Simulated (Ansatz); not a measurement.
Input file for Ansatz (a quantum-chemistry and plane-wave program): U-CCSD(T)/cc-pVDZ on N-methylmethanimine (SMILES C=NC), a point of a bond scan (R = 2.949 Å).

Ansatz 0.2 input:
```yaml
crystal:
  periodic: [false, false, false]
  atoms:
    - {symbol: C, position_ang: [1.09069108, -0.37559261, -0.00393688]}
    - {symbol: N, position_ang: [-0.03957995, 0.49981348, 0.22469474]}
    - {symbol: C, position_ang: [-1.18031655, 0.10627319, -0.13438406]}
    - {symbol: H, position_ang: [3.06520786, 1.03050467, -1.68283722]}
    - {symbol: H, position_ang: [1.57679907, -0.58337547, 0.95167335]}
    - {symbol: H, position_ang: [0.82081943, -1.32611686, -0.48490084]}
    - {symbol: H, position_ang: [-1.36081453, -0.86665491, -0.61180338]}
    - {symbol: H, position_ang: [-2.04398507, 0.74818524, 0.02784514]}
basis:
  gaussian:
    orbitals: cc-pVDZ
correlation: {method: ccsd_t, electrons: outside_noble_gas}
scf: {omitted_lower_state_checks: [cluster_reference]}
magnetization: {spin_polarized: true, initial_magnetization: 0}
```

### Question
What total energy does the run end on?

### Answer
-133.3987 hartree (reference determinant -132.9410, T1 diagnostic 0.032). Its determinant has ⟨S²⟩ = 1.14, a mixture of spin states.

### Question
How many basis functions does it have, and what does it roughly cost on one machine?

### Answer
67 functions; roughly 9 core-seconds.
